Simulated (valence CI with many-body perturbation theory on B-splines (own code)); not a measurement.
# Pt6+: calculated level list

Calculated by relativistic CI+MBPT: four valence electrons over a frozen Dirac-Fock core [Xe] 4f14, radial functions for each j: 9 s, 9 p, 10 d, 8 f, 5 g, 3 h, 1 i, with the one-electron correlation potential Σ1, the two-electron term Σ2, the three-electron term Σ3, Breit, model QED; selected CI, second order for the rest, scaled by the run's own slope (own B-spline code, finite nucleus).

No measured spectrum was set against this ion. As an estimate, terms of the open shell hold to 2 to 4 % of their energy, and close levels can change places; different configurations can be misplaced against each other by 1,000 to 8,000 cm⁻¹. Core correlation moves these levels by up to 16000 cm⁻¹, and in measured spectra 5 to 20 % of such shifts remained as error; rates that hang on mixing are uncertain with them. Only levels of the ground parity were solved; by the run's estimate the other parity begins above the list, which can be wrong where configurations are misplaced.

Levels 46 to 67 of 67, with energies above the lowest level, (5d3/2^4) J=0. "Leading %" is the weight of the configuration and term that name the level; weights of strongly mixed levels are sums over their largest components and can fall short. In the jj column 3d3/2^4 stands for four electrons in 3d with j = 3/2. Lifetimes count E1, E2, E3, M1 and M2 decay at the calculated energies, and are blank where another channel may lead or the interval is too uncertain; long ones can be off by a factor of two.

| No. | Configuration | Term | J | E (cm⁻¹) | Leading % | Lifetime | Leading jj | Second component |
| --- | --- | --- | --- | --- | --- | --- | --- | --- |
| 46 | 5d³6s | ³P | 0 | 178320 | 98 | 48.8 μs | 5d3/2^2 5d5/2 6s (94 %) |  |
| 47 | 5d³6s | ⁵P | 3 | 179070 | 89 | 46.0 μs | 5d3/2 5d5/2^2 6s (57 %) | 7 % 5d³6s ³D |
| 48 | 5d³6s | ³H | 5 | 181670 | 46 | 51.5 μs | 5d3/2 5d5/2^2 6s (49 %) | 30 % 5d³6s ⁵F |
| 49 | 5d³6s | ³G | 4 | 182440 | 41 | 43.3 μs | 5d3/2 5d5/2^2 6s (52 %) | 35 % 5d³6s ¹G |
| 50 | 5d³6s | ³G | 3 | 183650 | 46 | 41.4 μs | 5d3/2 5d5/2^2 6s (88 %) | 43 % 5d³6s ³F |
| 51 | 5d³6s | ⁵P | 2 | 187250 | 33 | 42.7 μs | 5d3/2 5d5/2^2 6s (84 %) | 30 % 5d³6s ³D |
| 52 | 5d³6s | ³F | 4 | 187720 | 53 | 38.4 μs | 5d3/2 5d5/2^2 6s (94 %) | 40 % 5d³6s ³H |
| 53 | 5d³6s | ³P | 1 | 189120 | 57 | 41.7 μs | 5d3/2 5d5/2^2 6s (83 %) | 20 % 5d³6s ⁵P |
| 54 | 5d³6s | ³H | 6 | 191330 | 99 | 48.5 μs | 5d3/2 5d5/2^2 6s (99 %) |  |
| 55 | 5d³6s | ³P | 2 | 192510 | 59 | 34.7 μs | 5d3/2 5d5/2^2 6s (51 %) | 21 % 5d³6s ³D |
| 56 | 5d³6s | ³P | 1 | 193560 | 55 | 41.3 μs | 5d3/2 5d5/2^2 6s (86 %) | 37 % 5d³6s ³D |
| 57 | 5d³6s | ³P | 0 | 195110 | 98 | 32.3 μs | 5d3/2 5d5/2^2 6s (94 %) |  |
| 58 | 5d³6s | ³H | 5 | 195540 | 44 | 42.9 μs | 5d3/2 5d5/2^2 6s (80 %) | 36 % 5d³6s ¹H |
| 59 | 5d³6s | ³D | 3 | 195940 | 90 | 41.8 μs | 5d3/2 5d5/2^2 6s (71 %) | 5 % 5d³6s ³F |
| 60 | 5d³6s | ³F | 3 | 200340 | 83 | 37.7 μs | 5d3/2 5d5/2^2 6s (65 %) | 10 % 5d³6s ³D |
| 61 | 5d³6s | ³F | 2 | 200670 | 42 | 38.0 μs | 5d3/2^2 5d5/2 6s (41 %) | 23 % 5d³6s ³D |
| 62 | 5d³6s | ¹H | 5 | 201670 | 48 | 38.0 μs | 5d5/2^3 6s (60 %) | 42 % 5d³6s ³G |
| 63 | 5d³6s | ³F | 4 | 201760 | 90 | 38.6 μs | 5d3/2 5d5/2^2 6s (88 %) | 7 % 5d³6s ³G |
| 64 | 5d³6s | ³F | 2 | 202030 | 36 | 36.5 μs | 5d3/2 5d5/2^2 6s (90 %) | 30 % 5d³6s ³P |
| 65 | 5d³6s | ¹G | 4 | 205470 | 46 | 34.4 μs | 5d5/2^3 6s (88 %) | 23 % 5d³6s ³F |
| 66 | 5d³6s | ³P | 2 | 207060 | 44 | 37.0 μs | 5d5/2^3 6s (66 %) | 34 % 5d³6s ¹D |
| 67 | 5d³6s | ¹F | 3 | 208390 | 82 | 35.6 μs | 5d3/2 5d5/2^2 6s (75 %) | 8 % 5d³6s ³D |

Where two levels of one J and parity lie close, their mixing, g and order are uncertain.
